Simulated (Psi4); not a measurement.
Conformational energy of C₅H₉F₃, SMILES C(CC)CC(F)(F)F. Scanned: dihedral C1–C2–C3–C4; all other coordinates were relaxed at GFN2-xTB. Points at φ and −φ are mirror images.

Geometry of the scan point at 135° (Å):
```
17

C      2.5428     0.3446    -0.2866
C      1.3247    -0.4795     0.1134
C      0.0086     0.2440    -0.2115
C     -1.0085    -0.6890    -0.8710
C     -2.3005     0.0384    -1.1751
F     -3.2052    -0.7637    -1.7628
F     -2.1244     1.0786    -2.0047
F     -2.8902     0.5280    -0.0736
H      3.4585    -0.1847    -0.0350
H      2.5462     1.3000     0.2331
H      2.5395     0.5347    -1.3572
H      1.3586    -1.4295    -0.4240
H      1.3714    -0.7078     1.1785
H      0.2098     1.0698    -0.8973
H     -0.4259     0.6682     0.6946
H     -1.2519    -1.5276    -0.2155
H     -0.6221    -1.0776    -1.8149
```

Computed with Psi4 with PBE-D3(BJ)/def2-SVP // GFN2-xTB.

Scanned values (°): -165, -150, -135, -120, -105, -90, -75, -60, -45, -30, -15, 0, 15, 30, 45, 60, 75, 90, 105, 120, 135, 150, 165, 180.

### Question
At which scan points does the profile have its minima and maxima, and how high do they lie?

### Answer
Lower than their neighbours: -60° (0.5 kcal/mol), 60° (0.5 kcal/mol), 180° (0.0 kcal/mol). Higher than their neighbours: -120° (3.3 kcal/mol), 0° (4.9 kcal/mol), 120° (3.3 kcal/mol). The whole profile spans 4.9 kcal/mol.
